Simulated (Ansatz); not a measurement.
AlB₅. Charge 0, multiplicity 1. Geometry PBE0-D4/def2-SVP.

```xyz
6

B     1.788   -0.609    0.928
B    -0.629    1.484   -1.343
B     0.387   -1.244    1.030
B    -1.463    0.344   -0.727
B    -0.816   -0.824    0.104
Al    0.732    0.849    0.008
```

The restricted singlet is unstable towards broken spin symmetry in Hartree–Fock (as tested in another run); at HF/def2-TZVP this wasn't settled. The restricted singlet is unstable towards broken spin symmetry at other levels; at PBE-D4/def2-TZVP, r2SCAN-D4/def2-TZVP, PBE0-D4/def2-TZVP this wasn't settled. The geometry of the singlet was relaxed on an unsound state (restricted singlet, unstable towards broken spin symmetry at other levels and untested here). Another isomer (singlet) lies 1.93 eV lower at PBE0-D4/def2-TZVP; other spin states weren't run for this one.

Estimate the orbital energies around the gap (eV) in Ansatz with HF/def2-TZVP, PBE-D4/def2-TZVP, r2SCAN-D4/def2-TZVP, PBE0-D4/def2-TZVP.


| orbital | HF/def2-TZVP | PBE-D4/def2-TZVP | r2SCAN-D4/def2-TZVP | PBE0-D4/def2-TZVP |
| --- | --- | --- | --- | --- |
| HOMO−9 | -87.94 | -69.52 | -71.39 | -74.34 |
| HOMO−8 | -22.62 | -15.27 | -16.05 | -17.36 |
| HOMO−7 | -19.96 | -13.28 | -13.97 | -15.20 |
| HOMO−6 | -16.51 | -10.96 | -11.46 | -12.56 |
| HOMO−5 | -13.78 | -8.94 | -9.30 | -10.30 |
| HOMO−4 | -12.45 | -8.38 | -8.63 | -9.61 |
| HOMO−3 | -10.09 | -7.00 | -7.17 | -7.87 |
| HOMO−2 | -9.68 | -6.54 | -6.70 | -7.56 |
| HOMO−1 | -8.64 | -6.50 | -6.68 | -7.30 |
| HOMO | -7.54 | -5.21 | -5.33 | -5.98 |
| LUMO | -1.18 | -5.17 | -5.09 | -4.44 |
| LUMO+1 | -0.27 | -4.01 | -3.89 | -3.27 |
| LUMO+2 | 0.82 | -3.30 | -3.09 | -2.44 |
| LUMO+3 | 1.58 | -2.15 | -1.91 | -1.36 |
| LUMO+4 | 2.47 | -1.75 | -1.42 | -0.78 |
| LUMO+5 | 2.78 | -1.12 | -0.74 | -0.17 |
